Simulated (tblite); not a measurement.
Compound: C5H2F3O (doublet state).
Bonds: O1–C2 (double), C2–C3, C3–C4, C4–C5 (double), C2–C6, C6–F7, C6–F8, C6–F9, C3–C5. Hydrogens: H10 on C4; H11 on C5.

The geometry is computed with GFN2-xTB (gas phase). This method treats the open shell by occupation alone, without spin polarisation.

Question: List the bond lengths, angles and torsions at this level.

Answer: 
```tsv
bond	length (Å)
O1=C2	1.232
C2–C3	1.389
C3–C4	1.433
C4=C5	1.337
C2–C6	1.551
C6–F7	1.326
C6–F8, C6–F9	1.350
C3–C5	1.434
C4–H10	1.063
C5–H11	1.063
```

Bonds in one row agree within 0.01 Å and their mean is given. A selection of angles:
```tsv
angle	degrees
O1–C2–C3	127.0
O1–C2–C6	120.9
C3–C2–C6	112.1
C2–C3–C4	151.9
C2–C3–C5	152.6
C4–C3–C5	55.6
C3–C4–C5	62.2
C3–C4–H10	147.4
C5–C4–H10	150.4
C4–C5–H11	150.3
C3–C5–C4	62.2
C3–C5–H11	147.5
C2–C6–F7	113.4
C2–C6–F8	111.2
F7–C6–F8	107.5
F8–C6–F9	105.5
```

Dihedral angles: O1–C2–C3–C4 180° (antiperiplanar); C2–C3–C4–C5 180° (antiperiplanar); O1–C2–C6–F7 0° (synperiplanar); C2–C3–C5–C4 180° (antiperiplanar).

C3 (carbon bonded to 3 C) has angles 152.6°, 151.9° and 55.6°, sum 360.0°, 0.00 Å off the plane of its three neighbours. C2 (carbon bonded to 2 C and O) is planar (angles 127.0°, 120.9° and 112.1°, sum 360.0°, 0.00 Å off the plane of its three neighbours). The 5 C–C bonds span 1.337 Å (C4=C5, drawn double in one of several resonance forms) to 1.551 Å (C2–C6, drawn single), a spread of 0.214 Å. The C–F distances run from 1.326 Å (C6–F7, drawn single) to 1.350 Å (C6–F9, drawn single), a spread of 0.024 Å. The 3-membered ring C3–C4–C5 has internal angles of 55.6° to 62.2°. C5 (carbon bonded to 2 C and H) has angles 150.3°, 147.5° and 62.2°, sum 360.0°, 0.00 Å off the plane of its three neighbours. C4 (carbon bonded to 2 C and H) has angles 150.4°, 147.4° and 62.2°, sum 360.0°, 0.00 Å off the plane of its three neighbours.

Point group: Cs (tolerance 0.08 Å). Its GFN2-xTB frequencies are all real (lowest 20 cm⁻¹).

One conformer stands for the species.
